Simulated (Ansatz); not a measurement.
C11H14N4 (relaxed from a model of N-butylpyridinium dicyanamide, whose bonding it doesn't keep): single points at one geometry.

```yaml
crystal:
  periodic: [false, false, false]
  atoms:
    - {symbol: C, position_ang: [-3.903419, 1.785636, 1.612108]}
    - {symbol: C, position_ang: [-3.197218, 0.659140, 0.857046]}
    - {symbol: C, position_ang: [-1.670827, 0.784033, 0.875048]}
    - {symbol: C, position_ang: [-0.973353, -0.352010, 0.119876]}
    - {symbol: N, position_ang: [0.482148, -0.232278, 0.109284]}
    - {symbol: C, position_ang: [1.077660, 0.611753, -0.892815]}
    - {symbol: C, position_ang: [2.434769, 1.077358, -0.479056]}
    - {symbol: C, position_ang: [3.201135, 0.271397, 0.313762]}
    - {symbol: C, position_ang: [2.640109, -0.913374, 0.907321]}
    - {symbol: C, position_ang: [1.279840, -1.089140, 0.827365]}
    - {symbol: H, position_ang: [-3.597805, 1.810010, 2.678847]}
    - {symbol: H, position_ang: [-5.005149, 1.668876, 1.582589]}
    - {symbol: H, position_ang: [-3.660533, 2.777465, 1.176949]}
    - {symbol: H, position_ang: [-3.488873, -0.323318, 1.291252]}
    - {symbol: H, position_ang: [-3.549980, 0.635221, -0.198204]}
    - {symbol: H, position_ang: [-1.299071, 0.798688, 1.922851]}
    - {symbol: H, position_ang: [-1.373528, 1.760682, 0.431970]}
    - {symbol: H, position_ang: [-1.232507, -1.326291, 0.583300]}
    - {symbol: H, position_ang: [-1.333680, -0.400353, -0.931717]}
    - {symbol: H, position_ang: [0.392796, 1.451049, -1.113732]}
    - {symbol: H, position_ang: [2.814273, 2.014138, -0.910360]}
    - {symbol: H, position_ang: [4.242725, 0.548847, 0.539530]}
    - {symbol: H, position_ang: [3.251181, -1.613923, 1.489691]}
    - {symbol: H, position_ang: [0.752377, -1.896272, 1.358262]}
    - {symbol: N, position_ang: [1.130944, -0.159858, -2.224377]}
    - {symbol: C, position_ang: [1.880796, -1.047554, -2.583268]}
    - {symbol: N, position_ang: [2.662496, -1.853209, -3.121423]}
    - {symbol: C, position_ang: [2.884470, -3.149542, -3.093793]}
    - {symbol: N, position_ang: [3.158234, -4.297172, -3.128316]}
basis:
  gaussian: {orbitals: 6-31G}
hamiltonian: {xc: hf}
scf: {omitted_lower_state_checks: [starts]}
output: {orbitals: {seedname: orbitals}}
```

The file start.molden holds the orbitals of an earlier run on this structure, at another level or in another basis.

```sh
$ ansatz run in.yaml --threads 4 --pin off --events-out ev --progress --plain --max-ram 6963MiB
```

It prints (some lines left out):

```
Functional definition: HF
2373 factors; integrals over basis functions are off by at most 2.1e-4 eV
mean field evaluation 1: about -17463.7204 eV, gradient 5.3e1 eV
mean field evaluation 2: about -17464.2630 eV, gradient 5.3e1 eV
mean field evaluation 4: about -17472.2198 eV, gradient 1.1e1 eV
mean field evaluation 8: about -17472.5627 eV, gradient 2.1e-1 eV
mean field -17472.56879869 eV, -642.1050600192 hartree, gradient 1.3e-5 eV, S^2 0.000000; 0 other end points of the search recorded, 0 dependent functions left out
reference -17472.56879869 eV, -642.1050600192 hartree; 54, 54 occupied and 109, 109 virtual orbitals, 2373 factors
Total energy: -17472.56879869 eV, -642.1050600192 hartree
Checks for a lower state left out: starts
```

It took 3.3 s on 4 threads of Arm Neoverse V1 on a shared host, peak host memory 0.64 GiB.

As the first input, with `gaussian: {orbitals: def2-TZVP, initial_orbitals: start.molden}`, `hamiltonian: {xc: pbe0, dispersion: d4}`, `output: {forces: true, orbitals: {seedname: orbitals}}` (abridged; 67 s):

```
Functional definition: PBE0
mean field -17578.25167953 eV, -645.9888342558 hartree, gradient 1.8e-5 eV, S^2 0.000000
Total energy: -17578.98995781 eV, -646.0159654820 hartree
Atom 0 force    -0.073543     0.216425     0.142183 eV/Å
Atom 1 force    -0.105246    -0.293399    -0.184257 eV/Å
Atom 2 force     0.189189     0.256922     0.143187 eV/Å
Atom 3 force    -0.129299    -0.260076    -0.131576 eV/Å
Atom 4 force     0.265542    -0.021428    -0.002884 eV/Å
Atom 5 force    -0.145608    -0.003860     0.303977 eV/Å
Atom 6 force     0.471324    -0.359215     0.247691 eV/Å
Atom 7 force    -0.319138     0.411325    -0.328284 eV/Å
Atom 8 force    -0.565074    -0.139364     0.024378 eV/Å
Atom 9 force     0.364064     0.183133    -0.086345 eV/Å
Atom 10 force    -0.134058    -0.033030    -0.513665 eV/Å
Atom 11 force     0.535367     0.031113    -0.002048 eV/Å
Atom 12 force    -0.104267    -0.485549     0.188595 eV/Å
Atom 13 force     0.141826     0.474916    -0.178384 eV/Å
Atom 14 force     0.169499     0.040208     0.498889 eV/Å
Atom 15 force    -0.186342    -0.023141    -0.490080 eV/Å
Atom 16 force    -0.146622    -0.462998     0.195597 eV/Å
Atom 17 force     0.142023     0.471926    -0.201523 eV/Å
Atom 18 force     0.177142     0.042727     0.503413 eV/Å
Atom 19 force     0.348578    -0.472222     0.081512 eV/Å
Atom 20 force    -0.198304    -0.509114     0.226076 eV/Å
Atom 21 force    -0.565792    -0.123692    -0.103354 eV/Å
Atom 22 force    -0.340598     0.377014    -0.314560 eV/Å
Atom 23 force     0.291580     0.439924    -0.282792 eV/Å
Atom 24 force     1.054959    -1.220460    -0.417729 eV/Å
Atom 25 force    -0.301892     0.292456     0.132982 eV/Å
Atom 26 force    -0.530049     0.525702     0.413594 eV/Å
Atom 27 force     0.280693    -1.829039     0.066219 eV/Å
Atom 28 force    -0.585955     2.472799     0.069188 eV/Å
Dipole moment:    -0.811893     1.021980     0.820496 e Å
Checks for a lower state left out: starts
```

The first input with `gaussian: {orbitals: def2-SVP, initial_orbitals: start.molden}`, `hamiltonian: {xc: pbe, dispersion: d4}` (abridged; 7.5 s):

```
Functional definition: PBE
mean field -17558.45161047 eV, -645.2611951387 hartree, gradient 1.8e-5 eV, S^2 0.000000
Total energy: -17559.30977678 eV, -645.2927321689 hartree
Checks for a lower state left out: starts
```

First input, but with `gaussian: {orbitals: def2-TZVP, initial_orbitals: start.molden}`, `hamiltonian: {xc: r2scan, dispersion: d4}`, `output: {forces: true, orbitals: {seedname: orbitals}}` (abridged; 35 s):

```
Functional definition: r2SCAN
mean field -17589.16790446 eV, -646.3899981226 hartree, gradient 2.1e-5 eV, S^2 0.000000
Total energy: -17589.42210668 eV, -646.3993398818 hartree
Atom 0 force    -0.127898     0.305608     0.201994 eV/Å
Atom 1 force    -0.177709    -0.378006    -0.235955 eV/Å
Atom 2 force     0.246024     0.362934     0.201615 eV/Å
Atom 3 force    -0.326028    -0.377926    -0.188038 eV/Å
Atom 4 force     0.265201    -0.039263     0.077665 eV/Å
Atom 5 force    -0.066162     0.360645     0.416390 eV/Å
Atom 6 force     0.356774    -0.153858     0.138111 eV/Å
Atom 7 force    -0.138605     0.229462    -0.165237 eV/Å
Atom 8 force    -0.270757    -0.069558     0.024924 eV/Å
Atom 9 force     0.210887    -0.039231     0.020669 eV/Å
Atom 10 force    -0.127218    -0.034774    -0.502050 eV/Å
Atom 11 force     0.525798     0.029694    -0.002338 eV/Å
Atom 12 force    -0.098033    -0.475652     0.181697 eV/Å
Atom 13 force     0.138558     0.443579    -0.166814 eV/Å
Atom 14 force     0.164413     0.038171     0.466450 eV/Å
Atom 15 force    -0.172502    -0.024492    -0.451127 eV/Å
Atom 16 force    -0.138244    -0.430655     0.183018 eV/Å
Atom 17 force     0.136972     0.447800    -0.184577 eV/Å
Atom 18 force     0.173053     0.053337     0.459058 eV/Å
Atom 19 force     0.310520    -0.458033     0.066809 eV/Å
Atom 20 force    -0.197258    -0.490364     0.199570 eV/Å
Atom 21 force    -0.536527    -0.126329    -0.098058 eV/Å
Atom 22 force    -0.330298     0.364797    -0.300407 eV/Å
Atom 23 force     0.262957     0.428961    -0.269007 eV/Å
Atom 24 force     0.732913    -1.000575    -0.650714 eV/Å
Atom 25 force    -0.233556     0.128308     0.227275 eV/Å
Atom 26 force    -0.284226     0.248056     0.215488 eV/Å
Atom 27 force     0.092146    -1.089692     0.104710 eV/Å
Atom 28 force    -0.391194     1.747057     0.028877 eV/Å
Dipole moment:    -0.824850     1.032202     0.829915 e Å
Checks for a lower state left out: starts
```

The first input with `gaussian: {orbitals: def2-SVP, initial_orbitals: start.molden}`, `hamiltonian: {xc: pbe0, dispersion: d4}` (abridged; 16 s):

```
Functional definition: PBE0
mean field -17559.54110020 eV, -645.3012331479 hartree, gradient 2.6e-5 eV, S^2 0.000000
Total energy: -17560.27937107 eV, -645.3283641019 hartree
Checks for a lower state left out: starts
```

Geometry: PBE-D4/def2-SVP.

The restricted singlet is unstable towards broken spin symmetry in Hartree–Fock (as tested in another run); at HF/6-31G this wasn't settled.
